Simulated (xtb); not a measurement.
CsCl, SMILES [Cl][Cs]. All values are semi-empirical tight-binding results from xtb (GFN2-xTB unless named), good for trends rather than for accurate numbers. Geometry optimised at GFN2-xTB.

For metal compounds this method's bond lengths and energies can be far off.

| Item | Result |
|---|---|
| point group as xtb finds it | C∞v |
| orbital gap | 1.78 eV |
